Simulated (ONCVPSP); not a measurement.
# Transferability test, ONCV potential for C

- Element: carbon (C)
- Generator: ONCVPSP 4.0.1
- Type: optimised norm-conserving Vanderbilt (ONCV)
- Functional: LDA (Perdew-Wang 92)
- Relativity: scalar-relativistic
- Frozen core: [He]
- Valence charge: 4
- Reference configuration: 2s2 2p1.5 (charge +0.5)
- Partial waves: 2s: rc 1.25 bohr, ncon 4, nbas 8, qcut 6.7 1/bohr, 3 projectors, debl 2.2 Ha; 2p: rc 2.80 bohr, ncon 4, nbas 9, qcut 4.2 1/bohr, 2 projectors, debl 0.9 Ha; d scattering state at 0.03 Ha: rc 2.25 bohr, ncon 4, nbas 8, qcut 3.8 1/bohr, 2 projectors, debl 0.6 Ha
- Local potential: polynomial inside 0.95 bohr (lpopt 1, dvloc0 -1 Ha)
- Core correction: Teter function, fcfact 5, rcfact 1.8

Energies are relative to the spin-unpolarised reference configuration 2s2 2p1.5; without spin polarisation the order of configurations can differ from experiment.

(1) Give the all-electron excitation energy and the error of the potential for: 2s2 2p2; 2s2 2p1; 2s2 2p0; 2s1 2p2.

Note: no bound ghost flagged; GHOST(+) flagged for d at 73.1 eV.

## Answers

(1)

```
valence configuration  charge  ΔE all-electron (eV)  error AE − PS (meV)
              2s2 2p2       0                -4.027                  +33
              2s2 2p1      +1                 6.958                  +66
              2s2 2p0      +2                31.216                 +950
              2s1 2p2      +1                15.451                 -132
```
